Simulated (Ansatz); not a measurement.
Problem. Name a neutral molecule of Cl, Si, Sn and H with LUMO energy (ωB97M-V/def2-TZVPP) between 0.25 and 0.55 eV and HOMO energy (ωB97M-V/def2-TZVPP) between -10.30 and -10.00 eV (Ansatz, PBE0-D4/def2-TZVP geometry).

Solution. `[SiH3][SnH]([Cl])[Cl]` (0.44 eV, -10.30 eV); `[Cl][SnH2][Si](Cl)(Cl)Cl` (0.30 eV, -10.24 eV). Other molecules can fit too; these were computed, each in one conformer that needn't be the lowest.
